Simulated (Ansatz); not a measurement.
Geometry optimisation, Ansatz, RKS PBE/def2-SVP.

input.yaml

```yaml
crystal:
  periodic: [false, false, false]
  atoms:
    - { symbol: Ti, position_ang: [0.0, 0.0, 0.0] }
    - { symbol: F, position_ang: [0.0, 0.0, 2.18] }
    - { symbol: Cl, position_ang: [2.2349, 0.0, -0.7892] }
    - { symbol: Cl, position_ang: [-1.1163, 1.9339, -0.7892] }
    - { symbol: Cl, position_ang: [-1.1163, -1.9339, -0.7892] }
    - { symbol: O, position_ang: [-2.1067, 0.0, 0.7] }
    - { symbol: Al, position_ang: [-3.4205, -0.9643, -0.0159] }
    - { symbol: H, position_ang: [-3.1513, -2.4314, -0.4731] }
    - { symbol: H, position_ang: [-4.841, -0.3425, -0.1862] }
    - { symbol: H, position_ang: [-1.2576, 0.0, 1.8464] }
basis:
  gaussian: { orbitals: def2-SVP }
hamiltonian:
  xc: pbe
relax:
  f_tol: 0.15
  max_steps: 25
  restrain:
    - { distance: [0, 5], at: 1.92, k: 30.0 }
    - { distance: [9, 1], at: 0.92, k: 30.0 }
    - { distance: [0, 1], at: 3.03, k: 30.0 }
    - { distance: [9, 5], at: 2.21, k: 30.0 }
```

Launched with:

```bash
$ ansatz run input.yaml --threads 4 --pin off --max-ram 5120MiB --backend cpu --events-out ev --progress --plain --runs-dir out
```

Problem. Where does it end, and by what steps?

Solution. The forces met the threshold. The restraints hold the end off the free minimum; the threshold counts their pulls, which the force column leaves out. Restrained pairs: Ti1–O6 (2.22 → 1.84 Å), F2–H10 (1.30 → 0.93 Å), Ti1–F2 (2.18 → 3.02 Å), O6–H10 (1.43 → 2.20 Å). After 16 steps the energy has fallen by 3.545 eV (the restraints' own energy left out); Cl5 moved furthest, 1.71 Å.

| step | energy less start (eV) | largest force component (eV/Å) | accepted |
| --- | --- | --- | --- |
| 0 | 0.0000 | 3.181 | yes |
| 1 | 0.0490 | 2.847 | yes |
| 2 | -0.1739 | 2.381 | yes |
| 3 | -1.0158 | 1.824 | yes |
| 4 | -1.8279 | 1.703 | yes |
| 5 | -2.3006 | 1.478 | yes |
| 6 | -2.6314 | 1.408 | yes |
| 7 | -2.8810 | 1.356 | yes |
| 8 | -3.0313 | 1.386 | yes |
| 9 | -3.1050 | 1.482 | yes |
| 10 | -3.1682 | 1.672 | yes |
| 11 | -3.2580 | 1.796 | yes |
| 12 | -3.3591 | 1.778 | yes |
| 13 | -3.4615 | 1.903 | yes |
| 14 | -3.5032 | 1.944 | yes |
| 15 | -3.5638 | 1.618 | yes |
| 16 | -3.5453 | 1.806 | yes |

```xyz
10
Properties=species:S:1:pos:R:3
Ti -0.538 0.022 -0.393
F -0.063 0.899 2.458
Cl 1.373 -0.986 -0.083
Cl -0.428 2.156 -0.837
Cl -1.622 -1.008 -2.140
O -1.884 -0.457 0.771
Al -3.173 -1.367 -0.150
H -3.128 -2.942 0.068
H -4.445 -0.487 -0.525
H -0.868 0.431 2.514
```

The run took 58 s on 4 threads of Arm Neoverse V2 (shared host), peak memory 0.27 GiB.
